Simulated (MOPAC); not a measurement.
MOPAC input (PM6):

```
PM6 1SCF GEO-OK AUX(PRECISION=9) THREADS=1
H5As

As   -0.00000000 1    0.00000000 1   -0.00000000 1
H     0.00688200 1   -0.00058800 1    1.60544900 1
H    -0.00688200 1    0.00058800 1   -1.60544900 1
H     1.53171700 1    0.00083800 1   -0.00656600 1
H    -0.76658200 1    1.32609900 1    0.00377200 1
H    -0.76513500 1   -1.32693600 1    0.00279400 1
```

Output:

```
 *******************************************************************************
 **                                                                           **
 **                              MOPAC v23.2.5                                **
 **                                                                           **
 *******************************************************************************
 ** MOPAC's Digital Object Identifier: https://doi.org/10.5281/zenodo.6511958 **
 **                                                                           **
 ** Please cite the open-source release paper for use of this MOPAC version:  **
 ** J. E. Moussa and J. J. P. Stewart (2026)                                  **
 ** MOPAC: An open-source semiempirical molecular orbital program             **
 ** J. Open Source Softw., 11(119), 8025, https://doi.org/10.21105/joss.08025 **
 *******************************************************************************

                              PM6 CALCULATION RESULTS

 *******************************************************************************
 *  PM6        - The PM6 Hamiltonian to be used
 *  GEO-OK     - OVERRIDE INTERATOMIC DISTANCE AND OTHER SAFETY CHECKS
 *  1SCF       - DO 1 SCF AND THEN STOP
 *  AUX        - OUTPUT AUXILIARY INFORMATION
 *******************************************************************************
PM6 1SCF GEO-OK AUX(PRECISION=9) THREADS=1
 H5As

   ATOM   CHEMICAL          X               Y               Z
  NUMBER   SYMBOL      (ANGSTROMS)     (ANGSTROMS)     (ANGSTROMS)

     1      As         -0.00000000  *   0.00000000  *  -0.00000000  *
     2       H          0.00688200  *  -0.00058800  *   1.60544900  *
     3       H         -0.00688200  *   0.00058800  *  -1.60544900  *
     4       H          1.53171700  *   0.00083800  *  -0.00656600  *
     5       H         -0.76658200  *   1.32609900  *   0.00377200  *
     6       H         -0.76513500  *  -1.32693600  *   0.00279400  *

          CARTESIAN COORDINATES

    NO.       ATOM           X           Y           Z

     1        As         -0.0000      0.0000     -0.0000
     2         H          0.0069     -0.0006      1.6054
     3         H         -0.0069      0.0006     -1.6054
     4         H          1.5317      0.0008     -0.0066
     5         H         -0.7666      1.3261      0.0038
     6         H         -0.7651     -1.3269      0.0028

 General Reference for PM6:
 "Optimization of Parameters for Semiempirical Methods V: Modification of NDDO Approximations
 and Application to 70 Elements", J. J. P. Stewart, J. Mol. Mod., 13, 1173-1213 (2007)
 URL: https://link.springer.com/article/10.1007/s00894-007-0233-4

           Empirical Formula: H5 As  =     6 atoms

      MOLECULAR POINT GROUP   :   D3h

      RHF CALCULATION, NO. OF DOUBLY OCCUPIED LEVELS = 5

 -------------------------------------------------------------------------------
 PM6 1SCF GEO-OK AUX(PRECISION=9) THREADS=1
 H5As

     1SCF WAS SPECIFIED, SO BFGS WAS NOT USED
     SCF FIELD WAS ACHIEVED

                              PM6 CALCULATION
                                                       MOPAC v23.2.5 Linux

          FINAL HEAT OF FORMATION =        103.64958 KCAL/MOL =     433.66984 KJ/MOL

          COSMO AREA              =         72.63 SQUARE ANGSTROMS
          COSMO VOLUME            =         54.69 CUBIC ANGSTROMS

          IONIZATION POTENTIAL    =          6.455673 EV
          HOMO LUMO ENERGIES (EV) =         -6.456  1.543
          NO. OF FILLED LEVELS    =          5
          MOLECULAR WEIGHT        =         79.9611         POINT GROUP:  D3h

          MOLECULAR DIMENSIONS (Angstroms)

            Atom       Atom       Distance
            H     3    H     2     3.21093
            H     4    H     6     2.65304
            H     5    H     6     2.29760

          SCF CALCULATIONS        =          1

   ATOM   CHEMICAL          X               Y               Z
  NUMBER   SYMBOL      (ANGSTROMS)     (ANGSTROMS)     (ANGSTROMS)

     1      As         -0.00000000  *   0.00000000  *  -0.00000000  *
     2       H          0.00688200  *  -0.00058800  *   1.60544900  *
     3       H         -0.00688200  *   0.00058800  *  -1.60544900  *
     4       H          1.53171700  *   0.00083800  *  -0.00656600  *
     5       H         -0.76658200  *   1.32609900  *   0.00377200  *
     6       H         -0.76513500  *  -1.32693600  *   0.00279400  *

                             CARTESIAN COORDINATES

   1   As       -0.000000000     0.000000000    -0.000000000
   2    H        0.006882000    -0.000588000     1.605449000
   3    H       -0.006882000     0.000588000    -1.605449000
   4    H        1.531717000     0.000838000    -0.006566000
   5    H       -0.766582000     1.326099000     0.003772000
   6    H       -0.765135000    -1.326936000     0.002794000

           Empirical Formula: H5 As  =     6 atoms

      MOLECULAR POINT GROUP   :   D3h

                  EIGENVALUES
 -18.00679 -13.60242 -13.51292 -13.51292  -6.45567   1.54267   4.10962   4.10963
   5.03604  49.67662  49.67662  50.26732  50.26732  50.69229

              NET ATOMIC CHARGES AND DIPOLE CONTRIBUTIONS

  ATOM NO.   TYPE          CHARGE      No. of ELECS.   s-Pop       p-Pop       d-Pop
    1         As           0.835445        4.1646     1.23807     2.90960     0.01689
    2          H          -0.267109        1.2671     1.26711
    3          H          -0.267109        1.2671     1.26711
    4          H          -0.100409        1.1004     1.10041
    5          H          -0.100409        1.1004     1.10041
    6          H          -0.100409        1.1004     1.10041
 DIPOLE           X         Y         Z       TOTAL
 POINT-CHG.    -0.000    -0.000     0.000     0.000
 HYBRID        -0.000    -0.000     0.000     0.000
 SUM           -0.000    -0.000     0.000     0.000

          ATOMIC ORBITAL ELECTRON POPULATIONS

     Atom    s        px        py        pz      x^2-y^2     xz        z^2       yz        xy
    1 As   1.23807   0.96577   0.96577   0.97805   0.00278   0.00000   0.01133   0.00000   0.00278
    2  H   1.26711
    3  H   1.26711
    4  H   1.10041
    5  H   1.10041
    6  H   1.10041

 **********************
 *                    *
 * JOB ENDED NORMALLY *
 *                    *
 **********************

 == MOPAC DONE ==
```

The geometry given is a B3LYP-D3(BJ)/def2-TZVP minimum.
